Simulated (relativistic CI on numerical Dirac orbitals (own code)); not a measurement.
## Cs4+: calculation against measurement

Calculated at this level of theory: Dirac-Coulomb-Breit CI, KLI orbitals optimised for each configuration, a model potential for QED, valence Slater integrals scaled by 0.85, P86 correlation energy added to each configuration (own radial code, finite nucleus).

Configuration list (outside the closed core [Kr] 4d10): 5s²5p³, 5s5p⁴, 5s²5p²5d, 5p⁵, 5s5p³5d, 5s²5p²4f, 5s²5p²5f, 5s²5p²6s, 5s²5p²5g, 5s²5p²6p, 5s²5p4f5d, 5s5p³5f, 5s5p³5g, 5s²5p²6d, 5s²5p²7s, 5s5p³4f, 5s²5p²7p, 5p⁴5d, 5p⁴4f, 5s5p³6s, 5s²5p²6f, 5s²5p²7d, 5s5p²5d², 5s5p²5d6s, 5s5p³6p, 5s²5p²8s, 5s²5p5f6s, 5s²5p5d², 5s²5d³, 5s5p5d³, 5s²4f5d², 5s²5d²5f, 5s²5d²6s, 5s²5p4f², 5s²4f²5d, 5s5p4f²5d, 5s²4f³, 5s²4f²5f, 5s²4f²6s, 5p³5d², 5p²5d³, 5p²4f5d², 5p²5d²5f, 5p²5d²6s, 5s²5p5f², 5s²5d5f², 5s5p5d5f², 5s²4f5f², 5s²5f³, 5s²5f²6s. Double excitations out of closed p, d and f shells are left out; levels of such configurations are missing from the list, as are those of other unlisted configurations, and high levels can miss mixing partners. These lack a partner that the ground configuration has and come out too high: 5s²5p²5g, 5s²5p²6p, 5s5p³5f, 5s5p³5g, 5s²5p²6d.

| Configuration | Term (tabulated) | J | Measured (cm⁻¹) | Computed | Error | Purity (%) |
| --- | --- | --- | --- | --- | --- | --- |
| 5s²5p³ | 4S° | 3/2 | 0.0 | 0 | 0 | 76 |
| 5s²5p³ | 2D° | 3/2 | 15077.4 | 14881 | -197 | 69 |
| 5s²5p³ | 2D° | 5/2 | 20373.5 | 20184 | -189 | 97 |
| 5s²5p³ | 2P° | 1/2 | 31951.1 | 30955 | -996 | 97 |
| 5s²5p³ | 2P° | 3/2 | 42273.7 | 41182 | -1092 | 68 |
| 5s²5p²5d | 4F | 3/2 | 157903.0 | 159677 | 1774 | 57 |
| 5s²5p²5d | 4F | 5/2 | 160327.9 | 161634 | 1306 | 61 |
| 5s²5p²5d | 2F | 5/2 | 166800.2 | 168181 | 1380 | 67 |
| 5s²5p²5d | 4F | 7/2 | 167231.1 | 168370 | 1139 | 77 |
| 5s²5p²5d | 4D | 1/2 | 169557.9 | 170293 | 735 | 63 |
| 5s²5p²5d | 4D | 3/2 | 171936.7 | 173047 | 1111 | 77 |
| 5s²5p²5d | 4P | 5/2 | 187619.8 | 191117 | 3498 | 70 |
| 5s²5p²5d | 4P | 1/2 | 191236.7 | 194797 | 3560 | 62 |
| 5s²5p²5d | 2D | 5/2 | 199403.5 | 202808 | 3404 | 64 |
| 5s²5p²5d | 2D | 5/2 | 211084.4 | 211717 | 632 | 79 |
| 5s²5p²6s | 4P | 3/2 | 211476.1 | 215451 | 3975 | 72 |
| 5s²5p²6s | 2P | 1/2 | 216635.5 | 220712 | 4076 | 59 |
| 5s²5p²6s | 4P | 5/2 | 217754.6 | 221948 | 4193 | 69 |
| 5s²5p²6s | 2D | 5/2 | 235192.8 | 240305 | 5112 | 69 |
| 5s²5p²6s | 2S | 1/2 | 252603.3 | 259914 | 7310 | 87 |

Measured levels from Sansonetti, J. Phys. Chem. Ref. Data 38, 761 (2009); pairs were made by configuration, J and term (by order where the table uses no LS term), so strongly mixed levels may be paired wrongly.

Mean error by configuration (cm⁻¹): 5s²5p³ -618; 5s²5p²5d 1854; 5s²5p²6s 4933. Over the excited levels the mean absolute error is 2404 cm⁻¹ (19 of the 44 excited levels that our extract of the source holds in range could be paired, and the others can miss by more), and the median relative error of those above 1,000 cm⁻¹ is 1.7 %.
